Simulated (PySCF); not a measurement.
Question: Give a PBE0-D3(BJ)/def2-SVP geometry of `C[CH](C)[GaH2-][AsH3+]`.

Answer: 
```xyz
17
C3H12AsGa angstrom
C     -1.2603   -1.2168    0.4144
C     -1.1621    0.0108   -0.4855
C     -1.2124    1.3070    0.3165
Ga     0.4024   -0.0720   -1.7322
As     2.3402   -0.0532    0.0836
H     -2.1761   -1.2019    1.0333
H     -0.4101   -1.2750    1.1180
H     -1.2640   -2.1559   -0.1610
H     -2.0327    0.0002   -1.1695
H     -2.1276    1.3748    0.9329
H     -0.3599    1.3872    1.0150
H     -1.1810    2.1981   -0.3300
H      0.8918    1.2542   -2.4486
H      0.7956   -1.4613   -2.3828
H      2.5011    1.1316    1.0105
H      2.4786   -1.1247    1.1429
H      3.7748   -0.0930   -0.3933
```

Any rigid rotation of these coordinates is as good. Atoms count from 1 in this order. Ga4 (gallium bonded to As, C and 2 H) has angles from 94.5° to 119.2°. As5 (arsenic bonded to Ga and 3 H) has angles from 96.5° to 122.7°. Of the pairs four or more bonds apart, As5···H7 is among the closest relative to their van der Waals radii: 3.18 Å, 104 % of the sum of Bondi's values.

Bonds between heavy atoms (Å): C1–C2 1.525, C2–C3 1.525, C2–Ga4 2.002, Ga4–As5 2.656.

Theory: PBE0-D3(BJ)/def2-SVP geometry optimisation, gas phase in PySCF.

Stationary, but not proved a minimum. One conformer, not necessarily the lowest (C1–C2–Ga4–As5 -64°).
